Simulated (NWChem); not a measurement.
System: GeHSBr, singlet; SMILES [SH][Ge][Br]

```xyz
4

Ge     0.8053    -0.6245     0.0000
Br    -0.2266     1.4871     0.0000
S     -1.0880    -1.8165     0.0000
H     -0.4313    -3.0012     0.0000
```
Atoms are numbered in this order, from 1.

Results from NWChem. Low-valent species are run as closed-shell singlets; no triplet was tried in these runs. The geometry was optimised at PBE0/def2-SVP.

### Question
Among these, which level gives the highest value of “dipole (D)”?
A) PBE0/aug-cc-pVTZ
B) PBE0/cc-pVDZ
C) PBE0/aug-cc-pVDZ
D) PBE0/cc-pVTZ

### Answer
B, PBE0/cc-pVDZ. Values: PBE0/aug-cc-pVTZ 2.42; PBE0/aug-cc-pVDZ 2.47; PBE0/cc-pVTZ 2.48; PBE0/cc-pVDZ 2.63
